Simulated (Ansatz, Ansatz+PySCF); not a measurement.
```xyz
2

Li    0.0000    0.0000   -0.6791
H     0.0000    0.0000    2.0372
```

Basis set: 6-31G (spherical functions). All electrons are correlated. Charge 0, multiplicity 1.

Computed with Ansatz (development build ahead of 0.2.0); each method stands on the lowest determinant of its kind that the runs found. Restricted open shells among the atoms or ions are ROHF, correlated in semicanonical orbitals with singles.

Task: Give the atomization energy at this shape (free ground-state atoms in the same class of orbitals less the molecule, no zero-point energy) of singlet LiH by PBE0 (unrestricted), RHF-CCSD(T), RHF-MP2, RHF, UHF.

Result:

| method | atomization energy |
| --- | --- |
| PBE0 (unrestricted) | 19.75 kcal/mol |
| RHF-CCSD(T) | 18.99 kcal/mol |
| RHF-MP2 | 8.67 kcal/mol |
| RHF | -2.34 kcal/mol |
| UHF | 6.18 kcal/mol |

Caution for PBE0 (unrestricted), UHF: the unrestricted determinant is spin contaminated. Caution for RHF-CCSD(T), RHF-MP2, RHF: an unrestricted determinant lies well below. Caution for RHF-CCSD(T), RHF-MP2: bonds are stretched, where a single reference can fail.

This basis has no polarisation functions and is too small for such energies, which can lie far from measured ones in either direction.
